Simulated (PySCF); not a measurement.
CNO (SMILES N#C[O]), doublet, geometry from GFN2-xTB. Base run: B3LYP/pcseg-1 (PySCF).

Input for PySCF:
```python
from pyscf import gto, scf, dft

mol = gto.Mole()
mol.atom = '''
    O    -0.00000000   -0.00000000   -1.11938575
    C     0.00000000    0.00000000    0.04267568
    N     0.00000000    0.00000000    1.24271884
'''
mol.basis = 'pcseg-1'
mol.spin = 1
mol.verbose = 4
mol.build()

mf = dft.UKS(mol)
mf.xc = 'b3lyp'
mf.kernel()
mo_i, mo_e, stable_i, stable_e = mf.stability(internal=True, external=False, return_status=True, nroots=6, tol=1e-6)
print('internally stable:', stable_i, ' externally stable:', stable_e)
if not stable_i:
    umf = mf.copy()
    umf.scf_summary = {}
    umf.kernel(umf.make_rdm1(mo_i, mf.mo_occ))
```

The bond that is stretched is that between atoms 1 and 2. A test that says stable can miss a lower solution.

Variants of this job, named by their change:

```tsv
change	ΔE vs base (kcal/mol)	<S^2>	E after following the instability (Eh)	<S^2> there	stability test says
base	0.000	0.761	-	-	internally stable (external not tested)
bond × 1.25	32.36	0.774	-	-	internally stable (external not tested)
bond × 1.5	79.2	0.766	-167.84749	0.77	internal instability
bond × 1.8	118.9	1.063	-167.78421	1.06	internal instability
bond × 2.2	161.4	0.771	-167.75666	1.60	internal instability
bond × 3.0	140.8	1.753	-167.75019	1.76	internal instability
```

On stretching, the SCF can end on different states; <S^2> shows the spin contamination of each.
